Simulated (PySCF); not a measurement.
# Magnetisability: SMILES C1=PC=C(C)C=P1, C$_{5}$H$_{6}$P$_{2}$

Geometry:
```json
{"atom": "C1", "x (Å)": "-1.968", "y (Å)": "0.069", "z (Å)": "0.029"}
{"atom": "C2", "x (Å)": "-0.466", "y (Å)": "0.002", "z (Å)": "0.001"}
{"atom": "C3", "x (Å)": "0.218", "y (Å)": "1.204", "z (Å)": "0.126"}
{"atom": "P4", "x (Å)": "1.923", "y (Å)": "1.497", "z (Å)": "0.143"}
{"atom": "C5", "x (Å)": "2.593", "y (Å)": "-0.085", "z (Å)": "-0.037"}
{"atom": "P6", "x (Å)": "1.829", "y (Å)": "-1.624", "z (Å)": "-0.203"}
{"atom": "C7", "x (Å)": "0.141", "y (Å)": "-1.233", "z (Å)": "-0.143"}
{"atom": "H8", "x (Å)": "-2.306", "y (Å)": "0.475", "z (Å)": "0.982"}
{"atom": "H9", "x (Å)": "-2.332", "y (Å)": "0.725", "z (Å)": "-0.760"}
{"atom": "H10", "x (Å)": "-2.412", "y (Å)": "-0.915", "z (Å)": "-0.104"}
{"atom": "H11", "x (Å)": "-0.389", "y (Å)": "2.097", "z (Å)": "0.231"}
{"atom": "H12", "x (Å)": "3.679", "y (Å)": "-0.116", "z (Å)": "-0.049"}
{"atom": "H13", "x (Å)": "-0.514", "y (Å)": "-2.094", "z (Å)": "-0.233"}
```

Computed with GIAO KT3/pcSseg-1 magnetisability, rotational g tensor and spin-rotation constants, non-relativistic, gas phase (PySCF). Geometry: GFN2-xTB.

**Question.** How diamagnetic is it, and how anisotropic?

**Answer.** Isotropic -1291 × 10⁻³⁰ J/T², or -77.7 × 10⁻⁶ cm³/mol; principal values -2089, -900, -884 × 10⁻³⁰ J/T², anisotropy 1197 × 10⁻³⁰ J/T² (root of half the summed squared differences of the principal values). The susceptibility is in cgs units.

**Question.** Split it along the inertial axes a, b, c into diamagnetic and paramagnetic parts about the centre of mass, with the quadrupole moment.

**Answer.** 
```csv
axis,χ (10⁻⁶ cm³/mol),diamagnetic (10⁻⁶ cm³/mol),paramagnetic (10⁻⁶ cm³/mol),summed x² of all electrons (Å²),quadrupole Θ (D Å)
a,-54.2,-544.2,490.0,166.6,+7.41
b,-53.2,-764.5,711.3,114.7,-3.85
c,-125.8,-1193.2,1067.4,13.6,-3.56
```
Anisotropies 2χaa − χbb − χcc = +70.7 and 2χbb − χaa − χcc = +73.5 × 10⁻⁶ cm³/mol. Θ is traceless in Buckingham's convention.

**Question.** And the rotational g tensor?

**Answer.** 
```
axis  rotational constant (GHz)        g  nuclear part  electronic part
   a                     2.5131  -0.0570        0.5215          -0.5785
   b                     1.8565  -0.0372        0.5832          -0.6203
   c                     1.0748  +0.0150        0.5540          -0.5390
```
Asymmetric top; isotopes 12C, 1H, 31P; no vibrational averaging.
